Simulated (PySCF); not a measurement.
**Frontier levels across methods**

Species: C3H5ClOSi.
Cartesian coordinates in Å at the PBE0-D3(BJ)/def2-SVP level; atoms count from 1:
```xyz
11
C3H5ClOSi angstrom
C     -1.4976   -0.5926    0.4322
C     -0.1970    0.0294    0.0858
C      0.1259    1.3110   -0.2089
Cl    -0.8781    2.6969   -0.3145
O      1.4499    1.4868   -0.4631
Si     1.6108   -0.2346   -0.1759
H     -1.7657   -1.4012   -0.2663
H     -1.4852   -1.0299    1.4435
H     -2.3015    0.1590    0.4004
H      2.5095   -0.5104    0.9770
H      2.0976   -0.9319   -1.3966
```

Basis pcSseg-2 throughout (PySCF), one geometry. Geometry: PBE0-D3(BJ)/def2-SVP; no solvent, vibrations or thermal averaging.

Problem. How do the orbital energies, the gap and the dipole change with the method?

Solution. 
```
   method                    kind  HOMO (eV)  LUMO (eV)  gap (eV)  μ (D)  SCF cycles
     BLYP                     GGA      -5.41      -1.38      4.03   2.36          16
    B97-D                     GGA      -5.51      -1.37      4.15   2.37          16
     OPBE                     GGA      -5.54      -1.36      4.18   2.27          17
      PBE                     GGA      -5.56      -1.51      4.05   2.32          16
      KT2                     GGA      -5.60      -1.59      4.01   2.36          17
      KT3                     GGA      -5.61      -1.54      4.07   2.33          17
     BP86                     GGA      -5.65      -1.52      4.13   2.35          16
      LDA                     LDA      -5.72      -1.74      3.99   2.44          15
    B97-2           global hybrid      -6.48      -0.66      5.82   2.48          14
    B3LYP           global hybrid      -6.51      -0.89      5.62   2.50          14
     PBE0           global hybrid      -6.73      -0.67      6.06   2.49          14
 mPW1PW91           global hybrid      -6.75      -0.69      6.07   2.49          14
BHandHLYP           global hybrid      -7.76       0.13      7.89   2.66          13
CAM-B3LYP  range-separated hybrid      -8.02       0.25      8.28   2.60          13
  wB97X-D  range-separated hybrid      -8.54       1.07      9.61   2.56          14
       HF            Hartree–Fock      -9.31       2.07     11.38   2.75          12
  LC-wPBE  range-separated hybrid      -9.35       1.39     10.74   2.61          14
```

The HOMO spans 3.95 eV, from BLYP down to LC-wPBE, and the gap runs from 3.99 eV (LDA) to 11.38 eV (HF). Over the methods BLYP (0 %), B97-D (0 %), OPBE (0 %), PBE (0 %), KT2 (0 %), KT3 (0 %), BP86 (0 %), LDA (0 %), B97-2 (21 %), B3LYP (20 %), PBE0 (25 %), mPW1PW91 (25 %), BHandHLYP (50 %), HF (100 %), a straight line through the gap against the share of exact exchange rises by 0.74 eV for each 10 % (correlation coefficient 0.999). The dipole ranges from 2.27 D (OPBE) to 2.75 D (HF). This basis has no diffuse functions.
